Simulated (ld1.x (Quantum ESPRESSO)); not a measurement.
# An all-electron radial function and its pseudo partner (technetium (Tc))

Columns: radius, all-electron u(r) and pseudo u(r) of the 4d shell (level -10.72 eV) of technetium in the configuration [Ar] 3d10 4s2 4p6 4d5 5s1.5 5p0; PBE, non-relativistic, TM scheme, ld1.x (Quantum ESPRESSO) 7.5.

```
r (bohr)  all-electron   pseudo
   0.093        0.1323  -0.0020
   0.185        0.3427  -0.0154
   0.278        0.3868  -0.0498
   0.370        0.2773  -0.1092
   0.463        0.0883  -0.1946
   0.555       -0.1176  -0.2987
   0.648       -0.3112  -0.4140
   0.740       -0.4733  -0.5271
   0.833       -0.6027  -0.6298
   0.925       -0.6970  -0.7122
   1.018       -0.7616  -0.7723
   1.110       -0.7998  -0.8086
   1.203       -0.8175  -0.8247
   1.295       -0.8190  -0.8241
   1.388       -0.8084  -0.8113
   1.480       -0.7890  -0.7903
   1.573       -0.7631  -0.7636
   1.665       -0.7334  -0.7335
   1.758       -0.7008  -0.7008
   1.850       -0.6672  -0.6672
   1.943       -0.6327  -0.6327
   2.035       -0.5986  -0.5986
   2.128       -0.5648  -0.5648
   2.220       -0.5323  -0.5323
   2.313       -0.5006  -0.5006
   2.405       -0.4705  -0.4705
```

Task: How many radial nodes do the two functions have?

Result: The all-electron 4d function has n − l − 1 = 1; the pseudo-wave has 0, since the states of the same l below it are removed with the core.

Task: At about which radius was the pseudo-wave matched?

Result: 1.85 bohr. The columns agree to 0.0005 from 1.57 bohr on; several derivatives are matched, so the curves merge somewhat inside the radius.

Task: Is the pseudo-wave norm-conserving?

Result: Yes: the TM scheme keeps the norm inside the radius equal to the all-electron one, which fixes the energy derivative of the logarithmic derivative at the level.
